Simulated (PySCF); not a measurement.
## Stretching ZnC

Set-up: PySCF, scalar-relativistic core potentials, basis sets Zn cc-pVDZ-PP with ECP10, C cc-pVDZ. Energies in eV from Zn + C in their ground configurations at the same level. State: ³Σ⁻ (triplet), unpaired electrons π ↑↑.

All columns are PBE0. A positive dipole means Zn(−)C(+).

| R (Å) | E (eV) | μ (D) | Mulliken charge on Zn (basis-dependent) | HOMO (eV) | LUMO (eV) | Mayer bond order | ⟨S²⟩ |
| --- | --- | --- | --- | --- | --- | --- | --- |
| 1.687 | -0.697 | -2.39 | 0.33 | -6.66 | -2.78 | 1.71 | 2.25 |
| 1.766 | -1.012 | -2.45 | 0.33 | -6.73 | -2.87 | 1.58 | 2.26 |
| 1.844 | -1.180 | -2.52 | 0.34 | -6.75 | -2.96 | 1.46 | 2.26 |
| 1.903 | -1.237 | -2.56 | 0.34 | -6.69 | -3.03 | 1.38 | 2.26 |
| 1.962 | -1.252 | -2.60 | 0.33 | -6.64 | -3.09 | 1.31 | 2.25 |
| 2.021 | -1.236 | -2.63 | 0.33 | -6.59 | -3.15 | 1.24 | 2.23 |
| 2.099 | -1.181 | -2.66 | 0.32 | -6.54 | -3.22 | 1.15 | 2.21 |
| 2.197 | -1.082 | -2.67 | 0.30 | -6.50 | -3.29 | 1.04 | 2.17 |
| 2.315 | -0.944 | -2.63 | 0.27 | -6.49 | -3.35 | 0.91 | 2.13 |
| 2.472 | -0.761 | -2.50 | 0.24 | -6.52 | -3.41 | 0.75 | 2.09 |

A fit through these points gives, at Re = 1.957 Å, μ = -2.60 D and dμ/dR = -0.646 D/Å; the reduced mass is 10.1 u.

Question: How strong is the fundamental in the double-harmonic approximation, I = 42.26·(dμ/dR)²/μred km/mol?

Answer: I = 42.26·(-0.646)²/10.1 = 1.75 km/mol at PBE0.

The state is the lowest determinant that a PBE0 search found; another state may lie lower at other levels.
